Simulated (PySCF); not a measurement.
**NMR data sheet: 2-acetoxypropanal**

```
Formula                               : C5H8O3
SMILES                                : CC(=O)O[C@H](C)C=O
InChI                                 : InChI=1S/C5H8O3/c1-4(3-6)8-5(2)7/h3-4H,1-2H3/t4-/m1/s1
Point group of the computed structure : C1
Degrees of unsaturation               : 2
Carbon signals                        : 5
Proton signals                        : 4
```

Numbering as in the mapped SMILES `[CH3:1][C:2](=[O:3])[O:4][C@H:5]([CH3:6])[CH:7]=[O:8]`. Each H is labelled by its parent atom.

Theoretical values (PySCF 2.14): PBE0/pcSseg-1 with gauge-including orbitals, geometry: GFN2-xTB. No relativistic terms, rapidly exchanging positions averaged, single conformer, no solvent model.

References, each an isolated molecule treated in the same way: 1H (31.72 ppm) and 13C (186.93 ppm) against TMS; 17O (336.08 ppm) against H2O.

```tsv
carbon	δC, type	δH (multiplicity)	HMBC from (2–3 bonds)	span of the C tensor (ppm)
C1	23.0, CH3	2.22 (s)	–	51
C2	176.2, C	–	H(C5), H(C1)	167
C5	79.6, CH	5.15 (m)	H(C7), H(C6)	62
C6	14.5, CH3	1.45 (d)	H(C7), H(C5)	24
C7	201.7, CH	9.67 (d)	H(C5), H(C6)	201
```

Other nuclei:
```csv
atoms,nucleus,environment,δ (ppm),σ (ppm)
O8,17O,aldehyde oxygen,672.4,-336.3
O3,17O,ester carbonyl oxygen,452.8,-116.7
O4,17O,ester alkoxy oxygen,216.8,119.3
```

Carbon types of the structure: 1 × C, 2 × CH, 2 × CH3, which accounts for all hydrogens. δC 201.7: aldehyde carbonyl carbon; low-lying n→π* states of the double bond to the heteroatom give a large paramagnetic term (-264 ppm). δC 176.2: ester carbonyl carbon; it is a carbonyl in resonance with an O or N lone pair, the region of acids, esters and amides. δC 79.6: sp3 CH bonded to O, α to a carbonyl; the inductive effect lowers its shielding. δH 9.67: hydrogen on an aldehyde carbonyl carbon; the C=O anisotropy and electron withdrawal place aldehyde protons far downfield. δH 2.22: hydrogen on a methyl carbon α to a carbonyl; α to C=O.

Shifts are as computed. Against solution values, carbons near 30 ppm lie about +3 ppm off and those near 130 ppm about +5 ppm. Of 1309 compounds with measured shifts, 239 miss one by over three times the rms of a fit or turn the order of signals round; such compounds aren't used in these exercises. Unscaled 17O shifts of doubly bonded oxygen tend to come out too high, by tens of ppm or more. Experimental scales use liquid or dissolved standards, which lie at an offset from isolated H2O (liquid H2O: subtract about 36 ppm). Multiplicities follow the n + 1 count of equivalent neighbours, as no J values were calculated; m marks all less simple cases, F and P coupling included.
